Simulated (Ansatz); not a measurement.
Abridged output of a molecular run in Ansatz:

```
Functional definition: HF
948 factors; integrals over basis functions are off by at most 7.6e-4 eV
mean field evaluation 1: about -55446.4358 eV, gradient 3.4e1 eV
mean field evaluation 2: about -55446.5553 eV, gradient 3.4e1 eV
mean field evaluation 4: about -55449.1808 eV, gradient 3.1e0 eV
mean field evaluation 8: about -55449.2336 eV, gradient 3.4e-1 eV
mean field -55449.23463696 eV, -2037.7217880670 hartree, gradient 7.7e-6 eV, S^2 0.000000; 0 other end points of the search recorded, 0 dependent functions left out
11 core orbitals not correlated: weight in the atoms' cores, before any rotation towards them, 1.000 or more for the frozen orbitals, at most 0.000 for the correlated occupied ones
reference -55449.23463696 eV, -2037.7217880670 hartree; 13, 13 occupied and 128, 128 virtual orbitals, 948 factors
second order -16.77131036 eV of doubles, -0.00000000 eV of singles
cycle   1  -16.37008545 eV  change    4.0e-1 eV  update   1.2e-1
cycle   2  -16.98328401 eV  change   -6.1e-1 eV  update   4.0e-2
cycle   3  -17.11844890 eV  change   -1.4e-1 eV  update   2.2e-2
cycle   4  -17.10514653 eV  change    1.3e-2 eV  update   6.5e-3
cycle   5  -17.10175034 eV  change    3.4e-3 eV  update   4.1e-3
cycle   6  -17.10461194 eV  change   -2.9e-3 eV  update   1.8e-3
cycle   7  -17.10448090 eV  change    1.3e-4 eV  update   9.6e-4
cycle   8  -17.10422405 eV  change    2.6e-4 eV  update   4.1e-4
cycle   9  -17.10435243 eV  change   -1.3e-4 eV  update   1.6e-4
cycle  10  -17.10437139 eV  change   -1.9e-5 eV  update   6.0e-5
cycle  11  -17.10432921 eV  change    4.2e-5 eV  update   2.3e-5
cycle  12  -17.10435626 eV  change   -2.7e-5 eV  update   9.8e-6
perturbative correction -0.72512173 eV, -0.0266477319 hartree
Total energy: -55467.06411494 eV, -2038.3770092977 hartree
```

Its atoms:

Z-matrix (Å, degrees):
```
C
Ga 1 2.014
O 1 1.210 2 111.7
H 1 1.116 2 129.3 3 -180.0
H 2 1.566 1 118.4 3 85.2
H 2 1.566 1 118.4 3 -85.2
```

Which basis set was used?
A. cc-pV(Q+d)Z
B. def2-TZVPP
C. def2-TZVPPD
D. def2-SVPD

B. It gives 152 functions.

Write the keys of the input that set method, charge and spin (a neutral closed shell needs none for the last two).


```yaml
correlation: {method: ccsd_t}
```
